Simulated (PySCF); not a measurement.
C8H9BF2S.
Bonds: F1–B2, B2–F3, B2–C4, C4–C5 (aromatic), C5–C6 (aromatic), C6–C7 (aromatic), C7–C8, C8–C9, C9–C10, C10–C11, C7–S12 (aromatic), C4–S12 (aromatic), C8–C11. Hydrogens: H13 on C5; H14 on C6; H15 on C8; H16, H17 on C9; H18, H19 on C10; H20, H21 on C11.

Definitions: NICS(0) = −σiso at the ring centroid; NICS(1) = −σiso and NICS(1)zz = −σzz at ±1 Å along the ring normal z. Level: GIAO PBE0/pcSseg-1 (PySCF, non-relativistic, gas phase) on the PBE0-D3(BJ)/def2-SVP geometry, one conformer.

Ring bond lengths (Å), with Mayer bond orders in brackets: C4–C5 1.383 (1.51), C5–C6 1.413 (1.31), C6–C7 1.381 (1.51), C7–S12 1.723 (1.20), S12–C4 1.728 (1.13); C8–C9 1.551 (0.98), C9–C10 1.539 (1.02), C10–C11 1.539 (1.02), C11–C8 1.549 (0.98).

Q: Give the NICS values of each ring in ppm.

A: 
```
           ring                                               type  NICS(0)  NICS(1), two faces  NICS(1)zz, two faces  rms pucker (Å)  centre to ring atoms, mean (Å)
C4–C5–C6–C7–S12  5-membered ring with S; formal bonds all aromatic    -11.5       -11.2 / -11.1         -25.0 / -24.7            0.00                            1.29
  C8–C9–C10–C11     4-membered carbocycle; formal bonds all single     -1.5         -1.4 / -1.0             1.4 / 3.2            0.13                            1.08
```

Q: What do they say, and how far can they be read as aromaticity?

A: 
- C4–C5–C6–C7–S12: mean NICS(1)zz -24.9 ppm, shielded. For a flat ring without four-coordinate atoms the NICS criterion counts such a value as aromatic.
- C8–C9–C10–C11: mean NICS(1)zz 2.3 ppm, near zero. C8, C9, C10, C11 have four or more neighbours, and the NICS criterion for π rings isn't applied.

Q: And the bond-length index? HOMA = 1 − mean of α(R − Ropt)² over the ring bonds, with Krygowski's 1993 parameters (CC: Ropt 1.388 Å, α 257.7 Å⁻²; CS: Ropt 1.677 Å, α 94.09 Å⁻²).

A: 
- C4–C5–C6–C7–S12: HOMA 0.87; the largest term is that of S12–C4, α(R − Ropt)² = 0.25. The geometric and the magnetic index point the same way.

Q: List the ring angles and the Hirshfeld charges of the ring atoms.

A: 
- C4–C5–C6–C7–S12: C4 110.1° (-0.135 e), C5 113.4° (-0.051 e), C6 113.0° (-0.076 e), C7 110.6° (-0.008 e), S12 92.9° (+0.127 e); sum 540.0° against 540° for a flat convex ring.
- C8–C9–C10–C11: C8 87.6° (-0.029 e), C9 88.6° (-0.069 e), C10 88.4° (-0.069 e), C11 88.7° (-0.070 e); sum 353.3° against 360° for a flat convex ring.

Q: How do the values depend on the level or the medium?

A: 
```tsv
level	NICS(0), C4–C5–C6–C7–S12	mean NICS(1)zz, C4–C5–C6–C7–S12	NICS(0), C8–C9–C10–C11	mean NICS(1)zz, C8–C9–C10–C11
PBE0/pcSseg-1, gas	-11.5	-24.9	-1.5	2.3
WP04/pcSseg-1, gas	-11.3	-23.2	-1.8	2.0
PBE0/pcSseg-1, IEF-PCM acetonitrile	-11.3	-24.8	-1.5	2.4
PBE0/pcSseg-1, IEF-PCM chloroform	-11.3	-24.8	-1.5	2.4
```

The geometry is the same throughout; the continuum's cavity takes Bondi-type radii × 1.2.

Shape of the structure used: `[F:1][B:2]([F:3])[c:4]1[cH:5][cH:6][c:7]([CH:8]2[CH2:9][CH2:10][CH2:11]2)[s:12]1`: F1–B2–C4–C5 -1°, C6–C7–C8–C9 122°.
